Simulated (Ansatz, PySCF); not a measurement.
HTe, SMILES [TeH], multiplicity 2. Atoms are numbered in the order given.

```xyz
2

Te     0.0000     0.0000    -0.0367
H      0.0000     0.0000     1.6221
```
Charge 0, spin multiplicity 2.

Coordinates come from a PBE0-D3(BJ)/def2-TZVPD optimisation. The def2 effective core potentials stand for the cores of Te; spin–orbit coupling is left out.

Two levels are set side by side: PBE-D3(BJ)/def2-TZVPD (Ansatz, a quantum-chemistry and plane-wave program) and PBE0-D3(BJ)/def2-TZVPD (Ansatz). Each level has its own optimised geometry; the coordinates shown are those of the second. Frequencies come from the Hessian of PySCF at each geometry. Differences are taken from unrounded values.

```json
[
 {"quantity": "bond Te1–H2 (Å)", "PBE0-D3(BJ)": "1.659"},
 {"quantity": "highest harmonic wavenumber (cm⁻¹)", "PBE0-D3(BJ)": "2157"},
 {"quantity": "mean harmonic wavenumber (cm⁻¹)", "PBE0-D3(BJ)": "2157"},
 {"quantity": "zero-point energy (kcal/mol)", "PBE0-D3(BJ)": "3.08"}
]
```

Q: What does PBE-D3(BJ) give, and how far is it from PBE0-D3(BJ)? (Estimate from the structure and the level; the computed values follow.)

A: 
| quantity | PBE-D3(BJ) | PBE-D3(BJ) minus PBE0-D3(BJ) |
|---|---|---|
| bond Te1–H2 (Å) | 1.674 | 0.016 |
| highest harmonic wavenumber (cm⁻¹) | 2071 | -85 |
| mean harmonic wavenumber (cm⁻¹) | 2071 | -85 |
| zero-point energy (kcal/mol) | 2.96 | -0.12 |
